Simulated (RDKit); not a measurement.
Input file for RDKit: MMFF94 on CH3Br (SMILES CBr).

```python
from rdkit import Chem
from rdkit.Chem import AllChem, rdDetermineBonds

blocks = [
'''5

C    -0.25169757    1.04142143    3.83770610
Br   -0.17348475   -0.92226967    3.77191780
H    -1.19015063    1.30745187    4.30993531
H    -0.20193297    1.39460363    2.81415225
H     0.59898977    1.37497774    4.42040558
''',
]
mol = None
for b in blocks:
    f = Chem.MolFromXYZBlock(b)
    rdDetermineBonds.DetermineBonds(f, charge=0)
    mol = f if mol is None else Chem.CombineMols(mol, f)
Chem.SanitizeMol(mol)
print(Chem.MolToSmiles(Chem.RemoveHs(mol)))
ff = AllChem.MMFFGetMoleculeForceField(mol, AllChem.MMFFGetMoleculeProperties(mol), nonBondedThresh=100.0, ignoreInterfragInteractions=False)
e = ff.CalcEnergy()
print(f'MMFF94 energy {e:.6f} kcal/mol')
```

It printed:

```
CBr
MMFF94 energy 0.465063 kcal/mol
```

The run finished.

Cost: about 0.010 core-seconds (a rough figure).
